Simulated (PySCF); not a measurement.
Geometry:
```tsv
atom	x (Å)	y (Å)	z (Å)
F1	-1.281	0.215	1.617
C2	-1.172	0.156	0.235
C3	-0.582	-1.202	-0.141
N4	0.857	-1.080	-0.118
Si5	1.492	0.502	0.039
C6	-0.234	1.257	-0.229
H7	-2.198	0.267	-0.138
H8	-0.931	-1.955	0.575
H9	-0.933	-1.488	-1.142
H10	1.360	-1.948	-0.080
H11	2.426	0.811	-1.046
H12	2.054	0.831	1.352
H13	-0.425	1.467	-1.279
H14	-0.433	2.166	0.333
```

Geometry: GFN2-xTB; GIAO absolute shieldings from PySCF 2.14.0 with density-fitted response routines, gas phase, non-relativistic, averaged over equivalent atoms.

At LC-wPBE/ANO-RCC-VDZP (128 basis functions, 76 s wall time on 1 thread of an AMD EPYC 7B13, shared host):
```json
{"atoms": "F1", "σ (ppm)": "388.6"}
{"atoms": "C2", "σ (ppm)": "100.0"}
{"atoms": "C3", "σ (ppm)": "142.2"}
{"atoms": "C6", "σ (ppm)": "177.2"}
{"atoms": "N4", "σ (ppm)": "257.2"}
{"atoms": "Si5", "σ (ppm)": "433.3"}
{"atoms": "H7", "σ (ppm)": "26.69"}
{"atoms": "H12", "σ (ppm)": "26.80"}
{"atoms": "H11", "σ (ppm)": "26.93"}
{"atoms": "H8", "σ (ppm)": "28.43"}
{"atoms": "H9", "σ (ppm)": "28.60"}
{"atoms": "H14", "σ (ppm)": "30.48"}
{"atoms": "H13", "σ (ppm)": "30.70"}
{"atoms": "H10", "σ (ppm)": "31.89"}
```

Problem. What do these become at PBE0/pcSseg-1?

Solution. 
| atoms | σ at PBE0/pcSseg-1 | change |
| --- | --- | --- |
| F1 | 362.3 | -26.3 |
| C2 | 90.7 | -9.3 |
| C3 | 129.4 | -12.8 |
| C6 | 168.0 | -9.2 |
| N4 | 254.0 | -3.2 |
| Si5 | 377.1 | -56.2 |
| H7 | 26.30 | -0.39 |
| H12 | 26.57 | -0.23 |
| H11 | 26.72 | -0.21 |
| H8 | 27.95 | -0.48 |
| H9 | 28.20 | -0.40 |
| H14 | 30.32 | -0.16 |
| H13 | 30.62 | -0.08 |
| H10 | 31.92 | +0.03 |

The largest change is at Si5 (silicon bonded to C, N, 2 H, in a 5-membered ring). Cost: 149 basis functions, 17 s wall time on 1 thread of an Arm Neoverse V1, shared host. The order of the carbon signals is the same at both levels.
